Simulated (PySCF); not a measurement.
Below is a simulated gas-phase C 1s photoelectron spectrum of `FC[SiH]1OCCO1`.

Every computed line was given a Gaussian of 0.6 eV full width at half maximum and an area set by the number of equivalent atoms; the highest printed point is 100. Level of theory: PySCF, delta-SCF UKS SCAN, pcX-2 on the ionised atom, pcseg-1 elsewhere, spin-free X2C.

binding energy (eV), intensity and a bar:
```
    291.8          1 
    291.9          2 
    292.0          5 #
    292.1         12 ###
    292.2         24 #######
    292.3         44 #############
    292.4         67 ####################
    292.5         88 ##########################
    292.6        100 ##############################
    292.7         97 #############################
    292.8         81 ########################
    292.9         58 #################
    293.0         36 ###########
    293.1         19 ######
    293.2          9 ###
    293.3          3 #
    293.4          1 
    293.5          0
```

**Question.** How many maxima does the curve show, and how many computed lines lie under it?

**Answer.** The curve has 1 maximum (at 292.6 eV). Under it lie 2 lines from 2 inequivalent carbon sites. At this width some lines have no maximum of their own.

**Question.** Decompose the envelope and assign each component. Numbering: `[F:1][CH2:2][SiH:3]1[O:4][CH2:5][CH2:6][O:7]1`.

**Answer.** 
```
position (eV)  relative area  line  atoms                 environment
       292.61              2  C 1s  C5/C6  sp3 carbon bound to oxygen
       292.67              1  C 1s     C2              sp3 C–F carbon
```

**Question.** What are the centre and the root-mean-square width of the whole band?

**Answer.** The area-weighted mean of the lines is 292.63 eV. Their own spread about it is 0.03 eV (rms) and each Gaussian has σ = 0.6/2.355 = 0.25 eV; the variances add, which gives 0.26 eV.

The 2 C 1s values lie within 0.06 eV of each other; Gaussian lines of 0.5 eV full width would blend them into one maximum.

No satellites, vibrations or lifetime broadening are included. One atom of each set of topologically equivalent atoms was ionised and stands for the set; in this conformer not all members are related by symmetry, and their own values weren't computed. Isolated species at its PBE0-D3(BJ)/def2-SVP geometry (one conformer only).
